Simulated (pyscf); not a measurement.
Optimised with ωB97X-D3(BJ)/def2-SVP in PySCF. MP2 and CC: frozen core, UHF for open shells. ΔMP2 is the change of the MP2 total energy from the triple- to the quadruple-zeta basis.

Estimate by transition-state theory (the high-pressure limit) the rate constant of `[NH2][SiH][Cl]` [doublet] → `[NH][SiH2][Cl]` [doublet] (doublet surface; H–N broken, H–Si formed) at 1200 K, with CCSD(T)/def2-TZVPP + ΔMP2(QZVPP) energies (ideal gas, 1 atm, RRHO with modes under 100 cm⁻¹ raised to 100, one conformer, R ln 2 for rigid chiral ones; no tunnelling).

The electronic barrier is 51.1 kcal/mol and the thermal terms add -0.5, so ΔG‡ = 50.6 kcal/mol. With k_BT/h = 2.50e+13 s⁻¹ and RT = 2.385 kcal/mol, k = 1.5e+04 s⁻¹; so small a molecule is far into fall-off at 1 atm, where the true rate is lower. Wigner's tunnelling factor for 1812i cm⁻¹ would be 1.20. A shift of 1 kcal/mol in the barrier changes k by a factor 1.5. One saddle was located; it need not be the lowest between these sides. The CCSD(T) − MP2 part came from Ansatz, without density fitting, on the same reference.
